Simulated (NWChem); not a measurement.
System: CH$_{5}$NOSi$_{2}$; SMILES O[Si@@H]1C=N[SiH2]1

Here is an NWChem input.

```
start job
memory heap 200 mb stack 900 mb global 1100 mb
geometry units angstroms noautosym nocenter noautoz
  O     -0.268466     2.295151    -0.514034
  Si     0.030074     0.900378     0.348405
  C      1.460613    -0.319634    -0.061096
  N      0.973301    -1.510839    -0.062549
  Si    -0.817893    -1.263671     0.003631
  H     -0.444180     2.195413    -1.454566
  H      0.125399     1.364364     1.764303
  H      2.551212    -0.171947    -0.191652
  H     -1.511637    -2.083801     1.043852
  H     -1.421119    -1.589568    -1.325242
end
basis spherical
  * library 6-31g*
end
dft
  xc hfexch
  iterations 150
  mulliken
end
task dft energy
esp
  recalculate
  probe 0.07
  range 0.3
  factor 1.0
  spacing 0.02
end
task esp
```

Output (shortened):

```
             Northwest Computational Chemistry Package (NWChem) 7.3.0
             --------------------------------------------------------

                             Geometry "geometry" -> ""
                             -------------------------

 Output coordinates in angstroms (scale by  1.889725989 to convert to a.u.)

  No.       Tag          Charge          X              Y              Z
 ---- ---------------- ---------- -------------- -------------- --------------
    1 O                    8.0000    -0.26846600     2.29515100    -0.51403400
    2 Si                  14.0000     0.03007400     0.90037800     0.34840500
    3 C                    6.0000     1.46061300    -0.31963400    -0.06109600
    4 N                    7.0000     0.97330100    -1.51083900    -0.06254900
    5 Si                  14.0000    -0.81789300    -1.26367100     0.00363100
    6 H                    1.0000    -0.44418000     2.19541300    -1.45456600
    7 H                    1.0000     0.12539900     1.36436400     1.76430300
    8 H                    1.0000     2.55121200    -0.17194700    -0.19165200
    9 H                    1.0000    -1.51163700    -2.08380100     1.04385200
   10 H                    1.0000    -1.42111900    -1.58956800    -1.32524200

 Effective nuclear repulsion energy (a.u.)     273.3233292424

  xc_inp: hfexch multiplicative factor not found.

                                 NWChem DFT Module
                                 -----------------

 Summary of "ao basis" -> "ao basis" (spherical)
 ------------------------------------------------------------------------------
       Tag                 Description            Shells   Functions and Types
 ---------------- ------------------------------  ------  ---------------------
 O                           6-31g*                  6       14   3s2p1d
 Si                          6-31g*                  8       18   4s3p1d
 C                           6-31g*                  6       14   3s2p1d
 N                           6-31g*                  6       14   3s2p1d
 H                           6-31g*                  2        2   2s

            General Information
            -------------------
          SCF calculation type: DFT
          Wavefunction type:  closed shell.
          No. of atoms     :    10
          No. of electrons :    54
           Alpha electrons :    27
            Beta electrons :    27
          Charge           :     0
          Spin multiplicity:     1
          Use of symmetry is: off; symmetry adaption is: off
          Maximum number of iterations: 150
          AO basis - number of functions:    88
                     number of shells:    44
          Convergence on energy requested:  1.00D-06
          Convergence on density requested:  1.00D-05
          Convergence on gradient requested:  5.00D-04

              XC Information
              --------------
                     Hartree-Fock (Exact) Exchange  1.000

      Superposition of Atomic Density Guess
      -------------------------------------

 Sum of atomic energies:        -746.83412236

      Non-variational initial energy
      ------------------------------

 Total energy =    -748.861114
 1-e energy   =   -1575.007471
 2-e energy   =     552.823028
 HOMO         =      -0.258059
 LUMO         =      -0.048356

     ---------------------------------------------
      Total Density - Mulliken Population Analysis
     ---------------------------------------------

[...]

                     NWChem Electrostatic Potential Fit Module
                     -----------------------------------------

 Atom parameters

 Number of atoms is                                   10
 Number of basis functions is                         88

 Grid parameters

 Maximum number of grid points is                  44921
 Number of grid points is                          44920
 Grid range                                     0.300000 nm
 Grid spacing                                   0.020000 nm
 Probe radius                                   0.070000 nm
 Atom radius factor                             1.000000

 Atomic radii

    1    0.100000
    6    0.147000
    7    0.140000
    8    0.136000
   14    0.187000
 FASTESP  F
  using M.O. file = ./job.movecs

    Atom              Coordinates                           Charge

                                                  ESP

    1 O    -0.026847    0.229515   -0.051403   -0.641549
    2 Si    0.003007    0.090038    0.034841    0.407085
    3 C     0.146061   -0.031963   -0.006110    0.207610
    4 N     0.097330   -0.151084   -0.006255   -0.541288
    5 Si   -0.081789   -0.126367    0.000363    0.446600
    6 H    -0.044418    0.219541   -0.145457    0.401816
    7 H     0.012540    0.136436    0.176430   -0.085659
    8 H     0.255121   -0.017195   -0.019165    0.015770
    9 H    -0.151164   -0.208380    0.104385   -0.102640
   10 H    -0.142112   -0.158957   -0.132524   -0.107746
                                            ------------
                                                0.000000

 Dipole moment                                  0.746299

 Quadrupole moment Qxx                          8.439348
                   Qyy                        -18.725838
                   Qzz                         10.286490

 RMS deviation kJ/mol                           0.075281

 RRMS %                                        30.060949
```

Level: Hartree-Fock/6-31G* (spherical d). The geometry was optimised at PBE0/def2-SVP.
